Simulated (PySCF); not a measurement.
Electron correlation in Au⁺ (gold, charge +1)

[Xe] 4f14 5d10, closed-shell 1S. Computed with PySCF 2.14 in cc-pVDZ-PP with ECP60MDF (4s4p3d1f, 38 functions), with scalar relativity through the core potential. Frozen: 5s2 5p6; 10 electrons correlated.

Total MP2 correlation energy: -252.89 mhartree.

Same-spin part -89.14 and opposite-spin part -163.75 mhartree; SCS-MP2 scales them by 1/3 and 6/5 to -226.21 mhartree.

| level | correlation energy (mhartree) |
| --- | --- |
| CCSD | -242.95 |
| (T) | -3.26 |
| CCSD(T) | -246.21 |

Diagnostics: T1 = 0.0023, D1 = 0.0033, largest double amplitude 0.024.

Cost of the coupled-cluster step: 0.27 s of wall time on 1 thread of Neoverse-V1 (shared host), for 10 correlated electrons.

Iterations:

```
CC2 = 0
CCSD nocc = 5, nmo = 34
frozen orbitals [0, 1, 2, 3]
max_cycle = 100
direct = 0
conv_tol = 1e-08
conv_tol_normt = 1e-06
diis_space = 8
diis_start_cycle = 0
Init t2, MP2 energy = -134.751290886698  E_corr(MP2) -0.252887249505942
Init E_corr(CCSD) = -0.252887249510111
cycle = 1  E_corr(CCSD) = -0.240531684430416  dE = 0.0123555651  norm(t1,t2) = 0.0174318
cycle = 2  E_corr(CCSD) = -0.242661751936874  dE = -0.00213006751  norm(t1,t2) = 0.00703369
cycle = 3  E_corr(CCSD) = -0.242863148644611  dE = -0.000201396708  norm(t1,t2) = 0.00302526
cycle = 4  E_corr(CCSD) = -0.242975392019124  dE = -0.000112243375  norm(t1,t2) = 0.000862394
cycle = 5  E_corr(CCSD) = -0.242958266426127  dE = 1.7125593e-05  norm(t1,t2) = 0.00015779
cycle = 6  E_corr(CCSD) = -0.24295215737433  dE = 6.1090518e-06  norm(t1,t2) = 1.75821e-05
cycle = 7  E_corr(CCSD) = -0.242953397303405  dE = -1.23992908e-06  norm(t1,t2) = 3.97568e-06
cycle = 8  E_corr(CCSD) = -0.242953481180413  dE = -8.38770078e-08  norm(t1,t2) = 6.06392e-07
cycle = 9  E_corr(CCSD) = -0.242953452060754  dE = 2.91196592e-08  norm(t1,t2) = 1.20774e-07
cycle = 10  E_corr(CCSD) = -0.242953448578416  dE = 3.48233822e-09  norm(t1,t2) = 9.94312e-09
CCSD converged
E(CCSD) = -134.7413570857705  E_corr = -0.2429534485784156
CCSD(T) correction = -0.00325576221235627
```
